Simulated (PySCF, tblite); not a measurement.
Isomers of C4H9ClSSi2. Computed with GFN2-xTB (tblite): harmonic, unscaled wavenumbers at the GFN2-xTB geometry, gas phase. Against measured fundamentals such values can be off by several per cent, at times by over 20. Modes of hydrogen on silicon can be 10 to 20 % off. One conformer each.

Electronic energies: PBE0/pcSseg-1 single points on the GFN2-xTB geometries (PySCF, gas phase).

| SMILES | electronic energy, lowest = 0 (kJ/mol) |
| --- | --- |
| CC#C[Si@@H](Cl)S[SiH2]C | 0.0 |
| C#C[Si@H](Cl)S[SiH2]CC | 48.0 |
| C#C[Si@H](C[SiH2]Cl)SC | 103.3 |

Q: How do GFN2-xTB zero-point energies change the relative energies?

A: 
```tsv
SMILES	ZPE (kJ/mol)	of it from modes above 1550 cm⁻¹	electronic (kJ/mol)	with ZPE, lowest = 0 (kJ/mol)	lowest mode (cm⁻¹)	rings
CC#C[Si@@H](Cl)S[SiH2]C	293.2	163.4	0.0	0.0	9i	0
C#C[Si@H](Cl)S[SiH2]CC	296.0	164.5	48.0	50.7	26	0
C#C[Si@H](C[SiH2]Cl)SC	290.3	164.0	103.3	100.4	26	0
```

The zero-point energies span 5.7 kJ/mol, from `C#C[Si@H](C[SiH2]Cl)SC` to `C#C[Si@H](Cl)S[SiH2]CC`. Slightly imaginary modes are left out of the zero-point energy: `CC#C[Si@@H](Cl)S[SiH2]C` 9.3i cm⁻¹. The order is unchanged.

Q: And how do the electronic energies of GFN2-xTB itself compare?

A: `CC#C[Si@@H](Cl)S[SiH2]C` 0.0; `C#C[Si@H](Cl)S[SiH2]CC` 40.1; `C#C[Si@H](C[SiH2]Cl)SC` 134.2 kJ/mol, lowest = 0. Against the energies above, taken from the same isomer `CC#C[Si@@H](Cl)S[SiH2]C`, the largest difference is 30.9 kJ/mol.
